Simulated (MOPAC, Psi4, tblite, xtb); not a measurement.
Dimer O2S ··· H6Si2 (SMILES O=S=O and [SiH3][SiH3]) at R = 3.19 Å between the centres of mass, closest contact 2.31 Å (lowest of the rigid-body minima from ten starts at GFN2-xTB). Geometry in Å and degrees:

```
Si
H 1 1.4832
H 1 1.4832 2 108.63
H 1 1.4832 2 108.63 3 118.01
S 2 2.3085 1 123.69 3 154.28
O 5 1.4386 2 91.99 1 -70.18
O 5 1.4386 6 118.87 2 -95.24
Si 1 2.3443 2 110.30 5 33.28
H 8 1.4832 1 110.30 2 -60.19
H 8 1.4832 9 108.63 7 141.19
H 8 1.4832 9 108.63 10 118.01
```

- GFN2-xTB (tblite)
- SAPT0/jun-cc-pVDZ, frozen core (Psi4)
- revPBE/def2-TZVP, counterpoise-corrected (Psi4)
- revPBE-D3(BJ)/def2-TZVP, counterpoise-corrected (Psi4)
- PBE/def2-TZVP, counterpoise-corrected (Psi4)
- PBE-D3(BJ)/def2-TZVP, counterpoise-corrected (Psi4)
- HF/aug-cc-pVDZ, counterpoise-corrected (Psi4)
- MP2/aug-cc-pVDZ = DF-MP2/aug-cc-pVDZ, frozen core, counterpoise-corrected in Psi4
- SCS-MP2/aug-cc-pVDZ = DF-SCS-MP2/aug-cc-pVDZ, frozen core, counterpoise-corrected (Psi4 1.11)
- PM3, restricted, heats of formation (MOPAC)
- AM1, restricted, heats of formation (MOPAC)
- GFN1-xTB (xtb)

### Question
What interaction energy does each level give?

### Answer

| method | E_int / kJ/mol |
|---|---|
| GFN1-xTB | -43.60 |
| GFN2-xTB | -24.43 |
| PBE-D3(BJ)/def2-TZVP | 1.20 |
| revPBE-D3(BJ)/def2-TZVP | 2.42 |
| SAPT0/jun-cc-pVDZ | 9.21 |
| PBE/def2-TZVP | 12.62 |
| MP2/aug-cc-pVDZ | 13.73 |
| SCS-MP2/aug-cc-pVDZ | 19.40 |
| PM3 | 21.20 |
| AM1 | 25.35 |
| revPBE/def2-TZVP | 27.51 |
| HF/aug-cc-pVDZ | 31.90 |
